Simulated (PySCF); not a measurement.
# 29Si chemical shifts

PySCF 2.14 calculation with shielding tensors at PBE0/pcSseg-1 (GIAO) and coordinates at the GFN2-xTB level; rapidly exchanging positions averaged, one computed conformer, non-relativistic Hamiltonian, no solvent model.

Shieldings were converted by a linear fit to measured shifts: 29Si: δ = 279.94 − 0.822σ (rms 8.9 ppm, 72 shifts, 25.8 ppm with the 6 outliers that the fit left out vs TMS, solution or neat liquid). A few per cent of atoms miss by over 2 rms, more outside the fitted compound classes.

Q: Give the 29Si shifts of `CC[SiH2][Si](C)([SiH3])[SiH3]`, `CO[Si@H](N)O`, `CC1=C(F)[SiH2][SiH2]1`, `C#C[Si@@H]1C=C(CCl)[SiH2]O1`, `CCO[Si@@H](C=O)[C@@H](C)F`.

A: 
| compound | environment | δ (ppm) |
| --- | --- | --- |
| [CH3:1][CH2:2][SiH2:3][Si:4]([CH3:5])([SiH3:6])[SiH3:7] | Si3: silicon bonded to C, Si, 2 H | -56.6 |
| [CH3:1][CH2:2][SiH2:3][Si:4]([CH3:5])([SiH3:6])[SiH3:7] | Si4: silicon bonded to C, 3 Si | -88.8 |
| [CH3:1][CH2:2][SiH2:3][Si:4]([CH3:5])([SiH3:6])[SiH3:7] | Si6/7: silicon bonded to Si, 3 H (×2) | -97.8 |
| CO[Si@H](N)O | silicon bonded to N, 2 O, H | -44.9 |
| [CH3:1][C:2]1=[C:3]([F:4])[SiH2:5][SiH2:6]1 | Si5: silicon bonded to C, Si, 2 H, in a 4-membered ring | -56.5 |
| [CH3:1][C:2]1=[C:3]([F:4])[SiH2:5][SiH2:6]1 | Si6: silicon bonded to C, Si, 2 H, in a 4-membered ring | -75.3 |
| [CH:1]#[C:2][Si@@H:3]1[CH:4]=[C:5]([CH2:6][Cl:7])[SiH2:8][O:9]1 | Si8: silicon bonded to C, O, 2 H, in a 5-membered ring | -19.1 |
| [CH:1]#[C:2][Si@@H:3]1[CH:4]=[C:5]([CH2:6][Cl:7])[SiH2:8][O:9]1 | Si3: silicon bonded to 2 C, O, H, in a 5-membered ring | -27.7 |
| CCO[Si@@H](C=O)[C@@H](C)F | silicon bonded to 2 C, O, H | -46.1 |

Q: Match the shifts -39.6, -62.6, -76.4 ppm to `O=C[SiH2]c1cccs1`, `C/C(Cl)=C(\[SiH3])CF`, `C=C[SiH2][C@@H](Cl)CF`.

A: -39.6: C=C[SiH2][C@@H](Cl)CF (silicon bonded to 2 C, 2 H); -62.6: O=C[SiH2]c1cccs1 (silicon bonded to 2 C, 2 H); -76.4: C/C(Cl)=C(\[SiH3])CF (silicon bonded to C, 3 H).
